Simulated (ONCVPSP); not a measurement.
## What one change does to a pseudopotential (lutetium, ONCV)

Lu, optimised norm-conserving Vanderbilt (ONCV), made with ONCVPSP 4.0.1 (PBE, fully relativistic). Core [Kr] 4d10, reference 4f13.5 5s2 5p6 5d1.5 6s2. Waves: 5s+6s: rc 2.00 bohr, ncon 4, nbas 9, qcut 6 1/bohr, 3 projectors, debl 4 Ha; 5p: rc 1.60 bohr, ncon 3, nbas 7, qcut 8 1/bohr, 1 projector; 5d: rc 2.05 bohr, ncon 4, nbas 7, qcut 5.4 1/bohr, 1 projector; 4f: rc 1.15 bohr, ncon 4, nbas 9, qcut 13.3 1/bohr, 2 projectors, debl 3 Ha. Local part: polynomial inside 0.85 bohr (lpopt 5, dvloc0 0 Ha). Core correction: none.

Open shells are filled in proportion to 2j + 1.

Change: local potential polynomial inside 1.00 bohr (lpopt 5, dvloc0 0 Ha).

Cutoffs: the cutoffs (Ha) at which the residual kinetic energy of the hardest occupied pseudo-wave falls to 1 and 0.1 mHa per electron; they do not see the model core or the augmentation charge, which bear on the density cutoff. Errors are all-electron minus pseudo energies relative to the spin-unpolarised reference configuration.

**Question.** What does the change do?

**Answer.** The potential gets neither clearly harder nor softer (86 Ha and 239 Ha → 86 Ha and 239 Ha); the bound ghost in p, s disappears; of the 4 tests that both files solve, the error grows in 0 and shrinks in 4 by more than 15 % and 0.3 meV (median size 232.8 → 54.7 meV); the range in which the p3/2 phases agree narrows (upper end 3.9 → 0.6); the range in which the p1/2 phases agree widens (upper end -1.0 → 0.6). In the separable form a ghost depends on how the local part lies against the semilocal potential of the channel, so the choice of the local part can create or remove one.

```tsv
quantity	base	changed
cutoff, loose	86 Ha	86 Ha
cutoff, tight	239 Ha	239 Ha
bound ghosts	s, p3/2, p1/2	none
GHOST(+) flags under 300 eV	none	s at 83.6 eV
error for 4f14 5s2 5p6 5d1 6s2, meV [ΔE -4.64 eV]	+228	+47
error for 4f14 5s2 5p6 5d1 6s1, meV [ΔE 2.72 eV]	+238	+62
error for 4f14 5s2 5p6 5d1 6s0, meV [ΔE 16.00 eV]	+253	+82
error for 4f14 5s2 5p6 5d0 6s2, meV [ΔE 0.62 eV]	+226	+26
s: phases at 2.04 bohr within 0.05 rad from the reference energy up to (Ha; the scan ends near 5)	to the end of the scan	to the end of the scan
p3/2: phases at 1.62 bohr within 0.05 rad from the reference energy up to (Ha; the scan ends near 5)	3.9	0.6
p1/2: phases at 1.62 bohr within 0.05 rad from the reference energy up to (Ha; the scan ends near 5)	-1.0	0.6
d5/2: phases at 2.08 bohr within 0.05 rad from the reference energy up to (Ha; the scan ends near 5)	1.8	2.0
d3/2: phases at 2.08 bohr within 0.05 rad from the reference energy up to (Ha; the scan ends near 5)	1.8	2.0
f7/2: phases at 1.17 bohr within 0.05 rad from the reference energy up to (Ha; the scan ends near 5)	to the end of the scan	to the end of the scan
f5/2: phases at 1.17 bohr within 0.05 rad from the reference energy up to (Ha; the scan ends near 5)	to the end of the scan	to the end of the scan
```

 A true bound ghost makes a file unfit for plane-wave use even where its test errors are small: the radial tests pick states by their node count and pass the ghost by.
